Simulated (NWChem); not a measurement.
All runs are NWChem calculations. System: C$_{2}$H$_{6}$Mg, charge 1, spin multiplicity 2, at the geometry of a parent with another charge or spin, in a state set for the comparison that need not be this species' ground state. Its SCF solution wasn't tested for a lower state. Level: UPBE/aug-pcseg-1.

Job file:

```
start mol
memory heap 200 mb stack 900 mb global 1100 mb
charge 1
geometry units angstroms nocenter noautoz
  Mg     0.000000     0.000000     0.000320
  C     -0.273803    -2.092299    -0.000142
  H      0.013337    -2.551499    -0.971225
  H     -1.333002    -2.374641     0.186460
  H      0.334171    -2.594567     0.783695
  C      0.273803     2.092299    -0.000142
  H      1.333002     2.374641     0.186460
  H     -0.334171     2.594567     0.783695
  H     -0.013337     2.551499    -0.971225
  symmetry group C2
end
basis spherical
  * library aug-pcseg-1
end
dft
  xc xpbe96 cpbe96
  odft
  mult 2
  semidirect memsize 60000000 filesize 0
  iterations 100
end
task dft energy
```

Part of the output:

```
             Northwest Computational Chemistry Package (NWChem) 7.3.0
             --------------------------------------------------------

                                NWChem Input Module
                                -------------------

 Scaling coordinates for geometry "geometry" by  1.889725989
 (inverse scale =  0.529177249)

 Turning off AUTOSYM since
 SYMMETRY directive was detected!

                             Geometry "geometry" -> ""
                             -------------------------

 Output coordinates in angstroms (scale by  1.889725989 to convert to a.u.)

  No.       Tag          Charge          X              Y              Z
 ---- ---------------- ---------- -------------- -------------- --------------
    1 Mg                  12.0000     0.00000000     0.00000000     0.00032000
    2 C                    6.0000    -0.27380300    -2.09229900    -0.00014200
    3 H                    1.0000     0.01333700    -2.55149900    -0.97122500
    4 H                    1.0000    -1.33300200    -2.37464100     0.18646000
    5 H                    1.0000     0.33417100    -2.59456700     0.78369500
    6 C                    6.0000     0.27380300     2.09229900    -0.00014200
    7 H                    1.0000     1.33300200     2.37464100     0.18646000
    8 H                    1.0000    -0.33417100     2.59456700     0.78369500
    9 H                    1.0000    -0.01333700     2.55149900    -0.97122500

 Effective nuclear repulsion energy (a.u.)      78.4090148780

            Nuclear Dipole moment (a.u.)
            ----------------------------
        X                 Y               Z
 ---------------- ---------------- ----------------
     0.0000000000     0.0000000000    -0.0000075589

      Symmetry information
      --------------------

 Group name             C2
 Group number              4
 Group order               2
 No. of unique centers     5

      Symmetry unique atoms

     1    2    3    4    5


 Summary of "ao basis" -> "" (spherical)
 ------------------------------------------------------------------------------
       Tag                 Description            Shells   Functions and Types
 ---------------- ------------------------------  ------  ---------------------
 *                        aug-pcseg-1                 on all atoms

  pbe96 is a nonlocal functional; adding pw91lda local functional.

                                 NWChem DFT Module
                                 -----------------

 Summary of "ao basis" -> "ao basis" (spherical)
 ------------------------------------------------------------------------------
       Tag                 Description            Shells   Functions and Types
 ---------------- ------------------------------  ------  ---------------------
 Mg                       aug-pcseg-1                8       14   5s3p
 C                        aug-pcseg-1                9       23   4s3p2d
 H                        aug-pcseg-1                5        9   3s2p

 Summary of "ao basis" -> "ao basis" (spherical)
 ------------------------------------------------------------------------------
       Tag                 Description            Shells   Functions and Types
 ---------------- ------------------------------  ------  ---------------------
 Mg                       aug-pcseg-1                8       14   5s3p
 C                        aug-pcseg-1                9       23   4s3p2d
 H                        aug-pcseg-1                5        9   3s2p

      Symmetry analysis of basis
      --------------------------

        a          58
        b          56

            General Information
            -------------------
          SCF calculation type: DFT
          Wavefunction type:  spin polarized.
          No. of atoms     :     9
          No. of electrons :    29
           Alpha electrons :    15
            Beta electrons :    14
          Charge           :     1
          Spin multiplicity:     2
          Use of symmetry is: on ; symmetry adaption is: on
          Maximum number of iterations: 100
          AO basis - number of functions:   114
                     number of shells:    56
          Convergence on energy requested:  1.00D-06
          Convergence on density requested:  1.00D-05
          Convergence on gradient requested:  5.00D-04

              XC Information
              --------------
          PerdewBurkeErnzerhof Exchange Functional  1.000
            Perdew 1991 LDA Correlation Functional  1.000 local
           PerdewBurkeErnz. Correlation Functional  1.000 non-local

             Grid Information
             ----------------
          Grid used for XC integration:  medium
          Radial quadrature: Mura-Knowles
          Angular quadrature: Lebedev.
          Tag              B.-S. Rad. Rad. Pts. Rad. Cut. Ang. Pts.
          ---              ---------- --------- --------- ---------
          Mg                  1.50       88          15.0       590
          C                   0.70       49          17.0       434
          H                   0.35       45          17.0       434
          Grid pruning is: on
          Number of quadrature shells:   272
          Spatial weights used:  Erf1

          Convergence Information
          -----------------------
          Convergence aids based upon iterative change in
          total energy or number of iterations.
          Levelshifting, if invoked, occurs when the
          HOMO/LUMO gap drops below (HL_TOL):  1.00D-02
          DIIS, if invoked, will attempt to extrapolate
          using up to (NFOCK): 10 stored Fock matrices.
[...]
    70     -0.384281  6 C  py                10      0.333060  1 Mg py
    23     -0.258101  2 C  py                73     -0.258101  6 C  py
    26      0.186493  2 C  py                76      0.186493  6 C  py

 Vector   16  Occ=0.000000D+00  E=-2.404572D-01  Symmetry=a
              MO Center=  8.2D-15,  2.9D-14,  1.3D-03, r^2= 5.1D+00
   Bfn.  Coefficient  Atom+Function         Bfn.  Coefficient  Atom+Function
  ----- ------------  ---------------      ----- ------------  ---------------
     4      1.448452  1 Mg s                  3      0.969870  1 Mg s
    17     -0.435336  2 C  s                 67     -0.435336  6 C  s
    23     -0.350821  2 C  py                73      0.350821  6 C  py
     2     -0.284885  1 Mg s                 26     -0.251608  2 C  py
    76      0.251608  6 C  py                18     -0.214797  2 C  s

 Vector   17  Occ=0.000000D+00  E=-2.086260D-01  Symmetry=a
              MO Center= -1.5D-12,  2.8D-13,  2.5D-02, r^2= 4.7D+00
   Bfn.  Coefficient  Atom+Function         Bfn.  Coefficient  Atom+Function
  ----- ------------  ---------------      ----- ------------  ---------------
    11      0.611269  1 Mg pz                14      0.492803  1 Mg pz
     8     -0.193664  1 Mg pz                38      0.109551  3 H  s
   106      0.109551  9 H  s                 34      0.095294  2 C  d -1
    84     -0.095294  6 C  d -1              40      0.090739  3 H  s
   108      0.090739  9 H  s                 56     -0.088552  5 H  s

 Vector   18  Occ=0.000000D+00  E=-2.086093D-01  Symmetry=b
              MO Center=  1.6D-12, -1.1D-13, -2.5D-02, r^2= 4.7D+00
   Bfn.  Coefficient  Atom+Function         Bfn.  Coefficient  Atom+Function
  ----- ------------  ---------------      ----- ------------  ---------------
     9      0.606156  1 Mg px                12      0.488739  1 Mg px
     6     -0.192036  1 Mg px                47      0.114341  4 H  s
    88     -0.114341  7 H  s                 49      0.094677  4 H  s
    90     -0.094677  7 H  s                 33      0.088323  2 C  d -2
    83     -0.088323  6 C  d -2              10     -0.079310  1 Mg py

                     DFT Final Beta Molecular Orbital Analysis
                     -----------------------------------------

 Vector   12  Occ=1.000000D+00  E=-5.360816D-01  Symmetry=b
              MO Center=  2.5D-12, -6.4D-13, -1.2D-01, r^2= 6.5D+00
   Bfn.  Coefficient  Atom+Function         Bfn.  Coefficient  Atom+Function
  ----- ------------  ---------------      ----- ------------  ---------------
    21      0.320912  2 C  pz                71     -0.320912  6 C  pz
    38     -0.249279  3 H  s                106      0.249279  9 H  s
    24      0.217816  2 C  pz                74     -0.217816  6 C  pz
    56      0.199447  5 H  s                 97     -0.199447  8 H  s
    39      0.059121  3 H  s                107     -0.059121  9 H  s

 Vector   13  Occ=1.000000D+00  E=-5.360764D-01  Symmetry=a
              MO Center= -3.1D-12, -2.8D-12,  1.2D-01, r^2= 6.5D+00
   Bfn.  Coefficient  Atom+Function         Bfn.  Coefficient  Atom+Function
  ----- ------------  ---------------      ----- ------------  ---------------
    19      0.318139  2 C  px                69     -0.318139  6 C  px
    47     -0.259461  4 H  s                 88     -0.259461  7 H  s
    22      0.215997  2 C  px                72     -0.215997  6 C  px
    56      0.170902  5 H  s                 97      0.170902  8 H  s
    38      0.088730  3 H  s                106      0.088730  9 H  s

 Vector   14  Occ=1.000000D+00  E=-4.603822D-01  Symmetry=a
              MO Center= -4.5D-15, -3.2D-14,  4.7D-05, r^2= 4.1D+00
   Bfn.  Coefficient  Atom+Function         Bfn.  Coefficient  Atom+Function
  ----- ------------  ---------------      ----- ------------  ---------------
     3      0.354437  1 Mg s                 20      0.297766  2 C  py
    70     -0.297766  6 C  py                 2     -0.295662  1 Mg s
    23      0.273507  2 C  py                73     -0.273507  6 C  py
     4     -0.238372  1 Mg s                 26      0.101206  2 C  py
    76     -0.101206  6 C  py                38     -0.080158  3 H  s

 Vector   15  Occ=0.000000D+00  E=-4.165220D-01  Symmetry=b
              MO Center=  5.5D-15,  3.9D-14, -2.3D-05, r^2= 4.7D+00
   Bfn.  Coefficient  Atom+Function         Bfn.  Coefficient  Atom+Function
  ----- ------------  ---------------      ----- ------------  ---------------
    13      0.860745  1 Mg py                18      0.798493  2 C  s
    68     -0.798493  6 C  s                 20     -0.362582  2 C  py
    70     -0.362582  6 C  py                10      0.342564  1 Mg py
    23     -0.256287  2 C  py                73     -0.256287  6 C  py
    26      0.164091  2 C  py                76      0.164091  6 C  py

 Vector   16  Occ=0.000000D+00  E=-2.292377D-01  Symmetry=a
              MO Center=  1.8D-16,  1.1D-15,  1.6D-03, r^2= 5.7D+00
   Bfn.  Coefficient  Atom+Function         Bfn.  Coefficient  Atom+Function
  ----- ------------  ---------------      ----- ------------  ---------------
     4      1.556363  1 Mg s                  3      0.950188  1 Mg s
    17     -0.446040  2 C  s                 67     -0.446040  6 C  s
    23     -0.379069  2 C  py                73      0.379069  6 C  py
    18     -0.277890  2 C  s                 68     -0.277890  6 C  s
    26     -0.255534  2 C  py                76      0.255534  6 C  py

 Vector   17  Occ=0.000000D+00  E=-2.073819D-01  Symmetry=a
              MO Center= -2.7D-13,  1.0D-13,  2.3D-02, r^2= 4.7D+00
   Bfn.  Coefficient  Atom+Function         Bfn.  Coefficient  Atom+Function
  ----- ------------  ---------------      ----- ------------  ---------------
    11      0.626781  1 Mg pz                14      0.493541  1 Mg pz
     8     -0.194207  1 Mg pz                38      0.104706  3 H  s
   106      0.104706  9 H  s                 40      0.103424  3 H  s
   108      0.103424  9 H  s                 56     -0.084665  5 H  s
    97     -0.084665  8 H  s                 58     -0.083832  5 H  s

   alpha - beta orbital overlaps
   -----------------------------

   alpha      1      2      3      4      5      6      7      8      9     10
    beta      1      2      3      4      5      6      7      8      9     10
 overlap   1.000  1.000  1.000  1.000  1.000  1.000  1.000  0.999  0.999  1.000

   alpha     11     12     13     14     15     16     17     18     19     20
    beta     11     12     13     14     15     16     17     18     19     20
 overlap   1.000  1.000  1.000  0.996  0.999  0.996  1.000  1.000  1.000  0.997

   alpha     21     22     23     24     25     26     27     28     29     30
    beta     21     22     23     24     25     26     27     28     29     30
 overlap   1.000  1.000  0.999  0.999  0.998  0.999  0.999  0.999  0.999  0.999

   alpha     31     32     33     34     35     36     37     38     39     40
    beta     31     32     33     34     35     36     37     38     39     40
 overlap   0.999  0.999  0.973  0.973  0.970  0.970  0.999  0.999  0.997  0.997

   alpha     41     42     43     44     45     46     47     48     49     50
    beta     41     42     43     44     45     46     47     52     48     49
 overlap   0.999  0.996  0.980  0.995  0.975  0.998  0.998  0.881  0.999  0.997

   alpha     51     52     53     54     55     56     57     58     59     60
    beta     50     51     53     54     55     56     57     58     59     60
 overlap   0.997  0.997  0.911  0.986  0.999  0.999  0.999  0.996  0.990  0.990

   alpha     61     62     63     64     65     66     67     68     69     70
    beta     61     62     63     64     65     66     67     68     69     70
 overlap   0.991  0.991  0.999  0.999  1.000  0.999  1.000  1.000  1.000  1.000

   alpha     71     72     73     74     75     76     77     78     79     80
    beta     71     72     73     74     75     76     77     78     79     80
 overlap   1.000  0.999  1.000  1.000  1.000  1.000  0.995  0.997  1.000  1.000

   alpha     81     82     83     84     85     86     87     88     89     90
    beta     81     82     83     84     85     86     87     88     89     90
 overlap   1.000  1.000  0.995  0.997  1.000  1.000  1.000  1.000  1.000  1.000

   alpha     91     92     93     94     95     96     97     98     99    100
    beta     91     92     93     94     95     96     97     98     99    100
 overlap   1.000  1.000  1.000  0.999  1.000  1.000  0.999  0.999  0.999  0.999

   alpha    101    102    103    104    105    106    107    108    109    110
    beta    101    102    103    104    105    106    107    108    109    110
 overlap   0.999  0.999  1.000  1.000  1.000  1.000  1.000  1.000  1.000  1.000

   alpha    111    112    113    114
    beta    111    112    113    114
 overlap   1.000  1.000  1.000  1.000

     --------------------------
     Expectation value of S2:
     --------------------------
      <S2> =      0.7579 (Exact =     0.7500)

 center of mass
 --------------
 x =   0.00000000 y =   0.00000000 z =   0.00007381

 moments of inertia (a.u.)
 ------------------
         522.559930000812         -65.397573609911          -0.000000000000
         -65.397573609911          31.481236165692           0.000000000000
          -0.000000000000           0.000000000000         531.119450530959

     Multipole analysis of the density
     ---------------------------------

     L   x y z        total         alpha         beta         nuclear
     -   - - -        -----         -----         ----         -------
     0   0 0 0      1.000000    -15.000000    -14.000000     30.000000

     1   1 0 0     -0.000000     -0.000000      0.000000      0.000000
     1   0 1 0      0.000000      0.000000      0.000000      0.000000
     1   0 0 1      0.000276      0.000186      0.000097     -0.000008

     2   2 0 0    -14.607363    -16.078583    -15.231011     16.702232
     2   1 1 0      0.981063    -20.796951    -18.943612     40.721627
     2   1 0 1     -0.000000     -0.000000     -0.000000      0.000000
     2   0 2 0     -7.253097   -172.231752   -157.467994    322.446649
     2   0 1 1      0.000000      0.000000      0.000000      0.000000
     2   0 0 2    -14.735598    -13.356148    -12.751318     11.371868

 Task  times  cpu:        5.9s     wall:        5.9s

 Total times  cpu:        6.0s     wall:        6.0s
```
